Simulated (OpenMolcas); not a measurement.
Xe2+: effect of the active space

```
Program             : OpenMolcas 26.06
Method              : CASSCF or its RAS form
Basis               : ANO-RCC-VTZP
Scalar Hamiltonian  : DKH2, point nucleus
Spin-orbit coupling : RASSI with atomic mean-field integrals over the reference wave functions, term energies averaged over their components
```

A. 4 electrons in 3 orbitals (5p); 2S+1 = 3 even, 3 roots; 2S+1 = 1 even, 6 roots; cost roughly 3 core-seconds
B. 6 electrons in 4 orbitals (5s 5p); 2S+1 = 3 even, 3 roots; 2S+1 = 1 even, 6 roots; 2S+1 = 3 odd, 3 roots; 2S+1 = 1 odd, 3 roots; cost roughly 11 core-seconds
C. 6 electrons in 8 orbitals (5s 5p 6s 6p); 2S+1 = 3 even, 3 roots; 2S+1 = 1 even, 6 roots; 2S+1 = 3 odd, 3 roots; 2S+1 = 1 odd, 3 roots; cost of the order of 30 core-seconds
D. 6 electrons in 9 orbitals (RAS2 5s 5p; RAS3 5d, at most 2 electrons); 2S+1 = 3 even, 3 roots; 2S+1 = 1 even, 7 roots; 2S+1 = 3 odd, 3 roots; 2S+1 = 1 odd, 3 roots; cost roughly 28 core-seconds

Energies in cm⁻¹ above 5s² 5p⁴ ³P₂, the measured ground level; measured values from Saloman, J. Phys. Chem. Ref. Data 33, 765 (2004).

```json
{"Level": "5s² 5p⁴ ³P₂", "A": "0.0", "B": "0.0", "C": "0.0", "D": "0.0", "Measured": "0.0"}
{"Level": "5s² 5p⁴ ³P₀", "A": "8334", "B": "7520", "C": "7312", "D": "7772", "Measured": "8130"}
{"Level": "5s² 5p⁴ ³P₁", "A": "8485", "B": "8486", "C": "8398", "D": "8317", "Measured": "9794"}
{"Level": "5s² 5p⁴ ¹D₂", "A": "18647", "B": "18647", "C": "18526", "D": "17989", "Measured": "17099"}
{"Level": "5s² 5p⁴ ¹S₀", "A": "39137", "B": "33648", "C": "33323", "D": "35154", "Measured": "36103"}
```

Deviations, from unrounded energies. A percentage is the sum of absolute deviations over the sum of measured energies, with the sign that they share, or ± where signs differ.

```csv
Against measurement,Levels,A,B,C,D
mean absolute deviation (cm-1),4,1500,1500,1600,920
fine structure of the ground term (%),2,±8.4,-10.7,-12.4,-10.2
other terms of the ground configuration (%),2,+8.6,±7.5,±7.9,±3.5
```

D lies closest to measurement on these levels and C furthest from it. The largest miss of D in the table is 5s² 5p⁴ ³P₁, by -1500 cm-1. The ranking rests on the paired levels alone, and a cruder setting can come out closer through cancelling errors.

Among A to D the level of the table that moves most is 5s² 5p⁴ ¹S₀, by 5800 cm-1 (lowest in C, highest in A).

With the s shell closed, the reference lacks s² → p² mixing (holds for A). Active for correlation alone: 6p 6s; no level in the range computed is led by a configuration that fills them, so any true level of that kind is missing (holds for C). The run also gave levels led by 5s 5p⁴ 5d, which use shells meant for correlation; these and all levels above them are left out (holds for D). Computed and measured levels are paired by configuration, term and J; levels that our copy of the source lacks, or whose pairing is in doubt (as where it misses far off the trend of its configuration), stay unpaired and out of the deviations. Only configurations of the active space appear. The table leaves out levels that lie high or whose names do not pair safely across all columns.
